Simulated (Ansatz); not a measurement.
AlH6OPSi can be A, `[OH][AlH][SiH2]P`, or B, `O[P]([AlH2])[SiH3]`.

Computed with Ansatz on PBE0-D4/def2-TZVP structures; ΔE is electronic, products minus reactants. CCSD(T)/CBS adds triple-zeta CCSD(T) − MP2 to the extrapolated MP2 energy (def2 sets, frozen cores). DFT in def2-TZVPP. B3LYP here is the variant with VWN-RPA as its local correlation; programs differ in this. Each species was taken in one conformer, which may not be the lowest.

A:

Z-matrix (Å, degrees):
```
Si
Al 1 2.436
P 1 2.276 2 110.2
H 1 1.490 2 114.2 3 119.2
H 1 1.492 2 113.0 3 -117.5
O 2 1.698 1 115.7 3 -91.6
H 2 1.590 1 124.8 3 82.9
H 3 1.422 1 94.8 2 -46.5
H 3 1.422 1 94.8 2 47.2
H 6 0.956 2 123.4 1 174.9
```

B:

```xyz
10

O     0.5244   -1.7608   -0.9600
P    -0.0684   -0.1971   -1.1116
Al    1.6561    1.0730   -0.2265
Si   -1.4157   -0.0096    0.6845
H     0.1339   -2.3119   -1.6434
H     3.1148    0.4745   -0.0823
H     1.2965    2.5769    0.1271
H    -2.5642   -0.9419    0.5299
H    -0.7726   -0.2985    1.9978
H    -1.9047    1.3955    0.6845
```

(1) Which is lower in electronic energy at CCSD(T)/CBS, and by how much? (An estimate is asked.)

(2) Give E(B) − E(A) in kcal/mol with r2SCAN-D4, BLYP-D4, B3LYP-D4, B2PLYP, ωB97M-V, CCSD(T)/def2-TZVPP, LDA (SPW92). (Estimate.)

(3) Does the order hold for the free energy at 298.15 K (harmonic terms from PBE0-D4)? (An estimate is asked.)

Largest T1 diagnostic: 0.014.

Answers

(1) The calculation gave: A, by 33.1 kcal/mol.

(2) The calculation gave: r2SCAN-D4 32.8, BLYP-D4 31.4, B3LYP-D4 31.9, B2PLYP 33.3, ωB97M-V 31.1, CCSD(T)/def2-TZVPP 34.0, LDA (SPW92) 32.0. None reverses the order clearly.

(3) Computed: Yes: G(B) − G(A) = +32.9 kcal/mol, for one conformer each. Modes under 60 cm⁻¹, often nearly free rotors, make the harmonic entropy too high.

At CCSD(T), def2-SVP lies +3.5 kcal/mol from the extrapolated value and def2-TZVPP +0.9 kcal/mol. In def2-TZVPP, CCSD(T) changes the Hartree–Fock value by +1.8 kcal/mol (the triples alone add −0.2 kcal/mol) and MP2 by +1.9 kcal/mol.
